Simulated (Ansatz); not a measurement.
A structure relaxed at PBE0-D4/def2-SVP in Ansatz, charge 1, doublet:

```xyz
4

Fe    0.819   -1.040   -0.260
Fe   -0.735    0.932    0.233
O    -0.684   -0.190   -1.031
O     0.599    0.298    1.058
```

(1) Give its formula and point group.

(2) Summarise the bond lengths by kind (pairs closer than 1.2 times the sum of covalent radii, bridged metal pairs left out).

Answers

(1) the cluster Fe₂O₂⁺ (the lowest doublet isomer of a short search). Point group C2v (tolerance 0.1 Å).

(2) 4 × Fe–O 1.69 to 1.89 Å.

The charge 1 doublet is spin-contaminated (final ⟨S²⟩ up to 3.83, 0.75 for a pure state). The structure comes from a short search, and lower isomers may exist.
